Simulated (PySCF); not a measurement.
SMILES [GeH3][CH2]C(C)=O (C3H8GeO), singlet (GFN2-xTB optimised geometry):

```
13

C      2.250     0.615     0.000
C      0.745     0.615     0.000
O      0.092     1.630     0.000
C      0.062    -0.718    -0.008
Ge    -1.879    -0.331    -0.053
H      2.622     0.025     0.835
H      2.611     0.159    -0.920
H      2.629     1.631     0.071
H      0.393    -1.303    -0.867
H      0.349    -1.285     0.879
H     -2.629    -1.631    -0.070
H     -2.300     0.421     1.157
H     -2.241     0.420    -1.284
```

Calculation: B3LYP/def2-TZVP (PySCF).

**Question.** What are the frontier orbital energies and the dipole moment?

**Answer.** HOMO-2 -9.02 eV, HOMO-1 -8.57 eV, HOMO -7.27 eV, LUMO -0.83 eV, LUMO+1 0.37 eV; dipole moment 3.04 D.

Meta-Löwdin charges at B3LYP/def2-TZVP: C1 -0.38, C2 0.40, O3 -0.42, C4 -0.45, Ge5 0.39, H6 0.13, H7 0.13, H8 0.13, H9 0.13, H10 0.13, H11 -0.09, H12 -0.06, H13 -0.06.
